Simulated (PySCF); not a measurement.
C₃H₅Br, SMILES C=C(C)Br.

Geometry: TPSSh-D3(BJ)/def2-SVP.

Calculation: TDA-PBE0/def2-SVPD (PySCF).

Vertical excitations. Gas-phase values at a fixed geometry. State labels are in the subgroup Cs.

| state | symmetry | energy (eV) | λ (nm) | f | main pairs |
|---|---|---|---|---|---|
| S1 | A" | 5.66 | 219 | 0.000 | HOMO→LUMO+1 98 % |
| S2 | A" | 6.51 | 190 | 0.000 | HOMO−1→LUMO 100 % |
| S3 | A' | 6.53 | 190 | 0.195 | HOMO→LUMO 74 %, HOMO−2→LUMO 12 % |
| S4 | A' | 6.60 | 188 | 0.023 | HOMO−1→LUMO+1 89 % |
| S5 | A" | 6.80 | 182 | 0.003 | HOMO→LUMO+2 97 % |
| S6 | A" | 7.56 | 164 | 0.003 | HOMO−2→LUMO+1 94 % |
| S7 | A" | 7.76 | 160 | 0.018 | HOMO→LUMO+3 99 % |
| S8 | A' | 7.79 | 159 | 0.040 | HOMO−1→LUMO+2 90 % |
| S9 | A" | 7.85 | 158 | 0.043 | HOMO→LUMO+4 92 % |
| S10 | A' | 8.10 | 153 | 0.225 | HOMO−2→LUMO 50 %, HOMO→LUMO+5 32 % |
| T1 | A' | 4.06 | 305 | 0 | HOMO→LUMO 87 % |
| T2 | A" | 5.14 | 241 | 0 | HOMO→LUMO+1 96 % |
| T3 | A' | 5.82 | 213 | 0 | HOMO−1→LUMO+1 96 % |
| T4 | A" | 6.42 | 193 | 0 | HOMO−1→LUMO 99 % |
Triplets are in the Tamm–Dancoff approximation.
